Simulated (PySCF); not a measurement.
# Frontier orbitals and the lowest excitations

C₇H₁₂Ge.
Numbering: `[CH3:1][C:2]#[C:3][C@H:4]1[CH2:5][CH2:6][GeH2:7][CH2:8]1` (hydrogens: H9, H10, H11 on C1; H12 on C4; H13, H14 on C5; H15, H16 on C6; H17, H18 on Ge7; H19, H20 on C8)

Method: PySCF, TDDFT CAM-B3LYP/def2-SVPD, vertical, gas phase, core orbitals frozen in the response. One conformer (not necessarily the lowest) at the PBE0-D3(BJ)/def2-SVP geometry, without solvent, vibrations or thermal averaging. The CAM-B3LYP/def2-SVPD calculation is non-relativistic and has no spin–orbit coupling, an omission that weighs most on germanium.

Frontier orbitals with the atoms that hold most of them (Löwdin shares over 4%, at most four atoms; ? is withheld):

```csv
orbital,ε (eV),atoms
HOMO-3,-10.09,"Ge7 24%, C8 22%, H18 11%, C5 9%"
HOMO-2,-9.40,"C6 33%, Ge7 22%, C8 12%, C5 7%"
HOMO-1,-8.48,"C2 36%, C3 35%, C1 7%, C4 7%"
HOMO,?,?
LUMO,1.10,?
LUMO+1,1.36,"Ge7 23%, C1 10%, H18 8%, C6 8%"
LUMO+2,1.53,"Ge7 22%, C1 17%, H17 7%, C2 7%"
```

**Question.** Give the leading atoms of the HOMO.

**Answer.** C2 (bonded to 2 C) 34%; C3 (bonded to 2 C) 32%; C8 (bonded to C, Ge and 2 H) 9%; C1 (bonded to C and 3 H) 7%.

**Question.** Which atoms hold the LUMO, and with what shares?

**Answer.** Ge7 (bonded to 2 C and 2 H) 30%; C3 (bonded to 2 C) 5%; C2 (bonded to 2 C) 5%; H18 (bonded to Ge) 5%. By element: germanium 30%, carbon 11% or more, hydrogen 5% or more.

**Question.** What is the HOMO energy, and the HOMO–LUMO gap?

**Answer.** ε(HOMO) = -8.38 eV; the gap is 9.48 eV (0.3485 hartree).

**Question.** How does S1 compare with the orbital gap of 9.48 eV?

**Answer.** S1 is at 6.43 eV (f = 0.0009), 3.05 eV below the gap, made of HOMO→LUMO+7 (15%), HOMO-1→LUMO+6 (14%), HOMO→LUMO (11%). Without the coupling terms of the response equations the lowest excitation would equal the gap.

Next come S2 at 6.64 eV (f 0.011), HOMO-1→LUMO+6 (16%), HOMO→LUMO (15%), HOMO→LUMO+1 (10%); S3 at 6.66 eV (f 0.0007), HOMO-1→LUMO (15%), HOMO-1→LUMO+6 (10%), HOMO→LUMO+6 (9%); S4 at 6.79 eV (f 0.010), HOMO→LUMO (24%), HOMO→LUMO+1 (15%), HOMO→LUMO+2 (14%); S5 at 6.83 eV (f 0.015), HOMO-1→LUMO (31%), HOMO-1→LUMO+1 (18%), HOMO-1→LUMO+2 (17%).

Löwdin shares depend on the basis, the more so with diffuse functions.
